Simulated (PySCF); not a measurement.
Telling isomers of C6H11ClOSi apart by NMR

PySCF 2.14.0 with density-fitted response routines calculation with PBE0-D3(BJ)/def2-SVP structure and GIAO PBE0/pcSseg-1 shieldings; one computed conformer, equivalent nuclei averaged, in vacuum, non-relativistic.

δ = σ(ref) − σ, references computed at the same level: 1H and 13C against TMS. Where no couplings were computed, multiplicities follow the n + 1 count of equivalent neighbours, and m marks all less simple cases (inequivalent or close neighbours, rings, F or P nearby). Shifts are as computed. Against solution values, carbons near 30 ppm lie about +2 ppm off and those near 130 ppm about +5 ppm; carbons on Cl a further +5 ppm. Of 1309 compounds with measured shifts, 239 miss one by over three times the rms of a fit or turn the order of signals round; such compounds aren't used in these exercises. Carbons bonded to Cl come out too deshielded.

(1) Tabulate the signals of `C=C[C@@H]1C[Si@@H](Cl)CCO1`, `C=C[C@@H]1C[Si@H](Cl)CCO1`, `[SiH3]O[C@@H]1C[C@]2(Cl)C[C@H]1C2` and their relative energies.

(2) What is the quickest way to tell C=C[C@@H]1C[Si@H](Cl)CCO1 from [SiH3]O[C@@H]1C[C@]2(Cl)C[C@H]1C2?

(3) What is the quickest way to tell C=C[C@@H]1C[Si@@H](Cl)CCO1 from C=C[C@@H]1C[Si@H](Cl)CCO1?

(4) What is the quickest way to tell C=C[C@@H]1C[Si@@H](Cl)CCO1 from [SiH3]O[C@@H]1C[C@]2(Cl)C[C@H]1C2?

## Answers

(1) 
| SMILES | carbon types | δC | δH | E rel. (kcal/mol) |
| --- | --- | --- | --- | --- |
| C=C[C@@H]1C[Si@@H](Cl)CCO1 | 2×CH 4×CH2 | 151.6, 120.3, 79.7, 65.8, 25.1, 17.1 | 6.09 (m, 1H), 5.33 (m, 1H), 5.27 (m, 1H), 5.20 (m, 1H), 4.21 (m, 1H), 3.73 (m, 1H), 3.63 (m, 1H), 0.93 (m, 1H), 0.81 (m, 1H), 0.67 (m, 1H), 0.58 (m, 1H) | 0.0 |
| C=C[C@@H]1C[Si@H](Cl)CCO1 | 2×CH 4×CH2 | 151.3, 120.3, 82.4, 67.4, 26.2, 18.5 | 6.13 (m, 1H), 5.24 (m, 1H), 5.21 (m, 1H), 5.18 (m, 1H), 4.28 (m, 1H), 3.29 (m, 1H), 3.22 (m, 1H), 1.12 (m, 1H), 1.01 (m, 1H), 0.92 (m, 1H), 0.85 (m, 1H) | 0.6 |
| [SiH3]O[C@@H]1C[C@]2(Cl)C[C@H]1C2 | 1×C 2×CH 3×CH2 | 78.3, 65.6, 49.5, 48.2, 44.6, 38.7 | 4.77 (s, 3H), 4.06 (m, 1H), 2.24 (m, 1H), 2.09 (m, 1H), 2.01 (m, 1H), 1.76 (m, 1H), 1.70 (m, 1H), 1.59 (m, 1H), 1.33 (m, 1H) | 23.2 |

Energies are electronic energies at PBE0/pcSseg-1 on these geometries, without zero-point or thermal terms, each for the one conformer computed, which needn't be the lowest.

(2) Both give the same number of carbon signals, but DEPT or the intensities differ. The first has an alkene CH at 151.3 ppm, the second a fully substituted sp3 carbon bonded to Cl (C) at 65.6 ppm. Their most deshielded carbons lie at 151.3 and 78.3 ppm. In the proton spectra the most deshielded non-exchanging signals are 6.13 (m, 1H) and 4.77 (s, 3H).

(3) Both give the same number of carbon signals, with the same numbers of each carbon type, so the positions decide. The first has an allylic sp3 CH bonded to O at 79.7 ppm, the second an allylic sp3 CH bonded to O at 82.4 ppm. Their most deshielded carbons lie at 151.6 and 151.3 ppm.

(4) Both give the same number of carbon signals, but DEPT or the intensities differ. The first has an alkene CH at 151.6 ppm, the second a fully substituted sp3 carbon bonded to Cl (C) at 65.6 ppm. Their most deshielded carbons lie at 151.6 and 78.3 ppm. In the proton spectra the most deshielded non-exchanging signals are 6.09 (m, 1H) and 4.77 (s, 3H).
